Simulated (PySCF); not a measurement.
**Magnetisability: `C=C(C=O)[C@H]1COC(=O)O1`, C₆H₆O₄**

Molfile (atoms numbered from 1):
```
C6H6O4
     RDKit          3D

 16 16  0  0  0  0  0  0  0  0999 V2000
   -1.1445    1.4266   -0.6415 C   0  0  0  0  0  0  0  0  0  0  0  0
   -1.0272    0.2993    0.0556 C   0  0  0  0  0  0  0  0  0  0  0  0
   -2.0931   -0.7165    0.0811 C   0  0  0  0  0  0  0  0  0  0  0  0
   -2.0227   -1.7640    0.6695 O   0  0  0  0  0  0  0  0  0  0  0  0
    0.1961   -0.0537    0.8708 C   0  0  1  0  0  0  0  0  0  0  0  0
    1.0177   -1.1971    0.2230 C   0  0  0  0  0  0  0  0  0  0  0  0
    2.2395   -0.5792   -0.1227 O   0  0  0  0  0  0  0  0  0  0  0  0
    2.2680    0.6912    0.3078 C   0  0  0  0  0  0  0  0  0  0  0  0
    3.1773    1.4353    0.1600 O   0  0  0  0  0  0  0  0  0  0  0  0
    1.1198    1.0145    0.9330 O   0  0  0  0  0  0  0  0  0  0  0  0
   -2.0295    1.6401   -1.2165 H   0  0  0  0  0  0  0  0  0  0  0  0
   -0.3615    2.1664   -0.6469 H   0  0  0  0  0  0  0  0  0  0  0  0
   -2.9905   -0.4355   -0.4989 H   0  0  0  0  0  0  0  0  0  0  0  0
   -0.1157   -0.3104    1.8899 H   0  0  0  0  0  0  0  0  0  0  0  0
    1.2108   -2.0197    0.9157 H   0  0  0  0  0  0  0  0  0  0  0  0
    0.5479   -1.5883   -0.6827 H   0  0  0  0  0  0  0  0  0  0  0  0
  1  2  2  0
  2  3  1  0
  3  4  2  0
  2  5  1  0
  5  6  1  0
  6  7  1  0
  7  8  1  0
  8  9  2  0
  8 10  1  0
 10  5  1  0
  1 11  1  0
  1 12  1  0
  3 13  1  0
  5 14  1  1
  6 15  1  0
  6 16  1  0
M  END
```

Level of theory: GIAO HF/pcSseg-1 magnetisability, rotational g tensor and spin-rotation constants, non-relativistic, gas phase in PySCF 2.14.0. Geometry: GFN2-xTB.

Q: What are the magnetisability and the molar susceptibility?

A: Isotropic -1156 × 10⁻³⁰ J/T², or -69.6 × 10⁻⁶ cm³/mol; principal values -1369, -1098, -999 × 10⁻³⁰ J/T², anisotropy 332 × 10⁻³⁰ J/T² (root of half the summed squared differences of the principal values). The susceptibility is in cgs units.

Q: Split it along the inertial axes a, b, c into diamagnetic and paramagnetic parts about the centre of mass, with the quadrupole moment.

A: 
```
axis  χ (10⁻⁶ cm³/mol)  diamagnetic (10⁻⁶ cm³/mol)  paramagnetic (10⁻⁶ cm³/mol)  summed x² of all electrons (Å²)  quadrupole Θ (D Å)
   a             -66.6                      -508.9                        442.2                            280.4              -21.11
   b             -62.0                     -1318.5                       1256.5                             89.6              +12.19
   c             -80.2                     -1569.9                       1489.7                             30.3               +8.93
```
Anisotropies 2χaa − χbb − χcc = +9.0 and 2χbb − χaa − χcc = +22.7 × 10⁻⁶ cm³/mol. Θ is traceless in Buckingham's convention.

Q: And the rotational g tensor?

A: 
| axis | rotational constant (GHz) | g | nuclear part | electronic part |
| --- | --- | --- | --- | --- |
| a | 3.0082 | -0.0446 | 0.5804 | -0.6250 |
| b | 0.9269 | -0.0243 | 0.5228 | -0.5471 |
| c | 0.7772 | -0.0130 | 0.5309 | -0.5439 |

Asymmetric top; isotopes 12C, 1H, 16O; no vibrational averaging.
